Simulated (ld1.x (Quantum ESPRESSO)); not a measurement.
**Which setting gave this result? (Mn, PAW)**

Base potential:

Mn, PAW, made with ld1.x (Quantum ESPRESSO) 7.5 (BLYP, scalar-relativistic). Core [Ne], reference 3s2 3p6 3d5 4s2 4p0. Waves: 3s (bound): rcut 1.15, rcutus 1.45 bohr; 4s (bound): rcut 1.15, rcutus 1.45 bohr; 3p (bound): rcut 1.25, rcutus 1.30 bohr; 4p (bound, empty): rcut 1.25, rcutus 1.30 bohr; 3d (bound): rcut 1.60, rcutus 2.15 bohr; 3d channel at 0.05 Ry: rcut 1.60, rcutus 2.15 bohr. Local part: all-electron potential smoothed inside 2.10 bohr (lloc = -1). Core correction: Bessel-smoothed model core inside 0.65 bohr. Augmentation charge: BESSEL, radius 1.15 bohr.

Cutoffs, loose and tight: the cutoffs (Ry, on a coarse ladder) from which the occupation-weighted sum of valence levels, in a spherical-Bessel basis at the reference potential, stays within 10 and 1 mRy of its value at 400 Ry. They do not see the model core or the augmentation charge, which bear on the density cutoff. Test errors are all-electron minus pseudo excitation energies from the reference, over the configurations 3s2 3p6 3d5 4s1 4p0; 3s2 3p6 3d5 4s0 4p0; 3s2 3p6 3d4 4s0 4p0; 3s2 3p5 3d5 4s2 4p0; 3s2 3p6 3d5 4s1 4p1; 3s1 3p6 3d5 4s2 4p0; 3s2 3p6 3d5 4s0 4p2; variants that change the core or the reference have their own tests. The largest error is taken over the tests solved by every variant that gives reliable tests at all, those not shown here included: 3s1 3p6 3d5 4s2 4p0; 3s2 3p5 3d5 4s2 4p0; 3s2 3p6 3d5 4s0 4p2; 3s2 3p6 3d5 4s1 4p0; 3s2 3p6 3d5 4s1 4p1.

Only the scale of all radii but the core radius (base = 1) is moved:

```csv
scale of all radii but the core radius (base = 1),"cutoff, loose","cutoff, tight",bound ghosts,largest test error (meV)
0.78,80 Ry,140 Ry,none,-25
0.87,70 Ry,110 Ry,none,-39
0.96,55 Ry,100 Ry,none,-54
1.03,50 Ry,80 Ry,none,-61
1.22,35 Ry,60 Ry,none,"test run stopped at test 4 of 7 (negative rho), 3 before it not solved"
1.27,35 Ry,55 Ry,none,"test run stopped at test 4 of 7 (negative rho), 3 before it not solved"
1.39,30 Ry,45 Ry,none,test run stopped at test 1 of 7 (negative rho)
```

One more run gave cutoff, loose: 45 Ry; cutoff, tight: 70 Ry; bound ghosts: none; largest test error (meV): -8033. Which value of the scale of all radii but the core radius (base = 1) was used?

1.09. The tight cutoff moves one way along this sweep, from 140 Ry at 0.78 to 45 Ry at 1.39, which places the run between 1.03 and 1.22.
